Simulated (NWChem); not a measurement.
# BO, doublet; SMILES [B]=O

```xyz
2

B      0.0000     0.0000    -0.7376
O      0.0000     0.0000     0.4642
```
Atoms are numbered in this order, from 1.

Geometry: optimised at PBE0/def2-SVP, spin-unrestricted. No stability test was run on the SCF state. B3LYP is NWChem's, with the RPA form of VWN correlation.

### Question
List the 6 lowest vertical excitations from B3LYP/aug-cc-pVDZ, spin-unrestricted, TDA (NWChem).

### Answer
| state | energy (eV) | oscillator strength | <S²> |
|---|---|---|---|
| state 1 | 3.59 | 0.007 | 0.78 |
| state 2 | 3.59 | 0.007 | 0.78 |
| state 3 | 5.45 | 0.010 | 0.86 |
| state 4 | 7.10 | 0.006 | 2.66 |
| state 5 | 7.20 | 0.081 | 0.76 |
| state 6 | 7.20 | 0.081 | 0.76 |
